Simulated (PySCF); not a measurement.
# Peak assignment

Geometry:
```
atom   x (Å)   y (Å)   z (Å)
  C1  -1.507   1.289  -1.497
  C2  -1.732  -0.022  -1.329
  C3  -1.276  -0.831  -0.195
  C4  -1.563  -2.146  -0.171
  C5  -0.466  -0.155   0.867
  B6   1.018   0.257   0.482
  C7   1.805  -0.489  -0.650
  C8   1.721   1.386   1.322
  H9  -0.954   1.886  -0.766
 H10  -1.876   1.816  -2.380
 H11  -2.300  -0.561  -2.096
 H12  -1.245  -2.790   0.654
 H13  -2.123  -2.616  -0.983
 H14  -0.329  -0.838   1.728
 H15  -1.003   0.716   1.283
 H16   2.556   0.144  -1.148
 H17   2.382  -1.284  -0.134
 H18   1.176  -0.989  -1.400
 H19   1.530   2.328   0.770
 H20   1.306   1.531   2.331
 H21   2.816   1.287   1.381
```

Equivalent nuclei averaged, non-relativistic Hamiltonian, gas phase, one computed conformer. CAM-B3LYP/pcSseg-1 with gauge-including orbitals; PBE0-D3(BJ)/def2-SVP structure; PySCF.

References, each an isolated molecule treated in the same way: ¹³C (σ = 182.45 ppm) and ¹H (σ = 31.33 ppm) vs TMS.

Question: Assign these signals to the numbered atoms. ¹³C{¹H} NMR (computed): δ 159.3 (C), 153.3 (CH), 126.3 (CH2), 122.4 (CH2), 39.0 (CH2), 14.0 (CH3).

Answer: 
```tsv
δ (ppm)	atoms	environment	reason
159.3	C3	fully substituted alkene carbon	an sp2 carbon of a C=C bond
153.3	C2	alkene CH	as expected for a trigonal carbon in a double bond
126.3	C4	terminal =CH2 carbon	an sp2 carbon of a C=C bond
122.4	C1	terminal =CH2 carbon	–
39.0	C5	allylic sp3 CH2 bonded to B	–
14.0	C7/C8	methyl carbon bonded to B	–
```

Question: Assign these signals to the numbered atoms. ¹H NMR (300 MHz, computed): δ 6.56 (m, 1H), 5.23 (m, 1H), 5.14 (m, 1H), 5.13 (m, 1H), 4.72 (m, 1H), 2.07 (s, 2H), 0.80 (s, 6H).

Answer: 
6.56 → H11, hydrogen on an alkene CH: attached to an sp2 carbon and in the plane of the double bond
5.23 → H13, hydrogen on a terminal =CH2 carbon: attached to an sp2 carbon and in the plane of the double bond
5.14 → H10, hydrogen on a terminal =CH2 carbon
5.13 → H12, hydrogen on a terminal =CH2 carbon
4.72 → H9, hydrogen on a terminal =CH2 carbon
2.07 → H14/H15, hydrogen on an allylic sp3 CH2 bonded to B: allylic position
0.80 → H16/H17/H18/H19/H20/H21, hydrogen on a methyl carbon bonded to B

H13 and H10; H10 and H12 lie closer than the usual error of such a calculation, so a measured spectrum could show them in the other order.

A carbon bonded to boron is broadened by the quadrupolar boron nucleus and is often missing from a measured spectrum. Shifts are as computed, not scaled to solution data. Of 1211 compounds with measured shifts, 218 miss one by over three times the rms of a fit or turn the order of signals round; such compounds aren't used in these exercises. Multiplicities follow the n + 1 count of equivalent neighbours, as no J values were calculated; m marks all less simple cases, F and P coupling included.
